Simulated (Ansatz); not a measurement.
`C[CH2][GeH2][SiH3]` and `C[CH2][GeH3]` differ in one atom or group.

Ansatz, PBE0-D4/def2-TZVP geometries, multiplicity 1. Each molecule was computed in one conformer, which needn't be the lowest.

Scalar relativity is left out up to krypton.

```json
{"property": "HOMO–LUMO gap (PBE/def2-TZVPP) / eV", "`C[CH2][GeH2][SiH3]`": "6.23"}
{"property": "HOMO energy (PBE0/def2-TZVPP) / eV", "`C[CH2][GeH2][SiH3]`": "-7.84"}
{"property": "size of the dipole moment (ωB97M-V/def2-TZVPP) / D", "`C[CH2][GeH2][SiH3]`": "0.87"}
{"property": "LUMO energy (ωB97M-V/def2-TZVPP) / eV", "`C[CH2][GeH2][SiH3]`": "1.91"}
{"property": "LUMO energy (PBE0/def2-TZVPP) / eV", "`C[CH2][GeH2][SiH3]`": "0.28"}
{"property": "size of the dipole moment (PBE/def2-TZVPP) / D", "`C[CH2][GeH2][SiH3]`": "0.96"}
```

(1) What does the change do to each property? (Best estimate.)

## Answers

(1) Ansatz gave: 
| property | `C[CH2][GeH3]` | shift |
| --- | --- | --- |
| HOMO–LUMO gap (PBE/def2-TZVPP) / eV | 7.10 | 0.87 |
| HOMO energy (PBE0/def2-TZVPP) / eV | -8.28 | -0.44 |
| size of the dipole moment (ωB97M-V/def2-TZVPP) / D | 0.82 | -0.05 |
| LUMO energy (ωB97M-V/def2-TZVPP) / eV | 2.33 | 0.42 |
| LUMO energy (PBE0/def2-TZVPP) / eV | 0.83 | 0.55 |
| size of the dipole moment (PBE/def2-TZVPP) / D | 0.88 | -0.08 |

With PBE0 the HOMO falls by 0.44 eV and the LUMO rises by 0.55 eV, so the gap widens by about 0.99 eV. PBE moves the HOMO by -0.32 eV and ωB97M-V by -0.59 eV. Dipoles are sizes alone; their direction can turn.
